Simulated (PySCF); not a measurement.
# Stationary points of [HfF3]+

Method: PySCF, PBE0, basis Hf def2-TZVP with ECP60, F def2-TZVP (scalar-relativistic core potentials, no spin–orbit coupling, density fitting).

Relaxations began from a few typed shapes. The search is not exhaustive: other isomers or separated fragments can lie lower, and high-lying points may rest on an excited occupation.

```json
{"spin": "singlet", "group": "C3v", "bonds": "Hf–F 1.840 Å (×3)", "angles": "F–Hf–F 108.6° (×3)", "imaginary modes (cm⁻¹)": "none", "ΔE (kJ/mol)": "0.0", "ΔE with ZPE (kJ/mol)": "0.0"}
{"spin": "singlet", "group": "D3h", "bonds": "Hf–F 1.854 Å (×3)", "angles": "F–Hf–F 120.0° (×3)", "imaginary modes (cm⁻¹)": "103i", "ΔE (kJ/mol)": "17.1", "ΔE with ZPE (kJ/mol)": "–"}
```

The lowest minimum found is the singlet C3v: Hf–F 1.840 Å (×3); F–Hf–F 108.6° (×3).

Formally Hf is in oxidation state +4, d0. A d0 centre has no lone pair, yet it is C3v rather than trigonal planar: covalent bonding through the d orbitals favours lower symmetry. The polar-tensor charge on Hf, 2.90, is below the formal one.

For the lowest minimum: spin–orbit coupling, left out here, can matter for elements this heavy.
